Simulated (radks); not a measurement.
The table gives one normalised radial function P(r) = r R(r) (large component) of Re4+ in [Xe] 4f14 5d3 (r in bohr). Calculated with a radial shooting solver on a logarithmic mesh with Libxc functionals: Dirac Kohn-Sham, AM05, spin-unpolarised, spherical densities, point nucleus; open shells fill j = l - 1/2 first.

r,P
0.001398,0.0000
0.002188,0.0000
0.003398,0.0000
0.005318,0.0000
0.008258,0.0000
0.01292,0.0002
0.02007,0.0011
0.03141,0.0053
0.04877,0.0229
0.07633,0.0879
0.1185,0.2727
0.1855,0.6645
0.288,1.1441
0.4508,1.3239
0.7,1.0008
1.096,0.4834
1.701,0.1398
2.663,0.0181
4.135,0.0007
6.471,0.0000

Which n and l does it have? It may be an empty orbital.

Answer. n = 4, l = 3: the number of nodes gives n - l - 1 = 0, the rise at small r points to l (this Dirac orbital starts as r^gamma with gamma = sqrt((l + 1)^2 - (Z/c)^2) = 3.96; the j = 7/2 orbital of l + 1 starts with the same power, but with a smaller coefficient, and then steepens), and the extent must fit the shell. The curve is that of 4f7/2; the two j differ most near the nucleus, where j = l - 1/2 has the larger amplitude, and in heavy atoms j = l - 1/2 is also the more compact. 4f7/2: eigenvalue -85.474 eV, 0 radial nodes, <r> = 0.583 bohr, 90 % of the charge inside 0.958 bohr.
